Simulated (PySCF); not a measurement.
In(Cl)(SiH3)2 (ClH₆InSi₂), SMILES [SiH3][In]([SiH3])[Cl].

Geometry: PBE-D3(BJ)/def2-SVP. The structure was generated by enumeration; whether it is a known compound was not checked. The def2 effective core potentials stand for the cores of In; spin–orbit coupling is left out.

The numbers are results of IEF-PCM-M06-2X/def2-SVP run with PySCF, not measurements.

The values are the electrostatic part of the solvation free energy, E(continuum) − E(gas) at the gas-phase geometry, in a cavity of scaled van der Waals radii (PySCF's table); cavitation and dispersion terms are not included. A continuum can't describe solvent molecules that bind to the metal. In vacuum the orbital gap is 6.39 eV. The dipole moment in vacuum is 3.00 D.

Estimate the values in water (ε = 78.36), N,N-dimethylformamide (ε = 37.22), toluene (ε = 2.37). (An estimate is asked for; the answer gives what the named calculation found.)


```tsv
solvent	ε	ΔG(elec) (kcal/mol)	dipole (D)	gap (eV)
water	78.36	-7.7	4.10	6.72
N,N-dimethylformamide	37.22	-7.5	4.07	6.71
toluene	2.37	-3.4	3.49	6.53
```
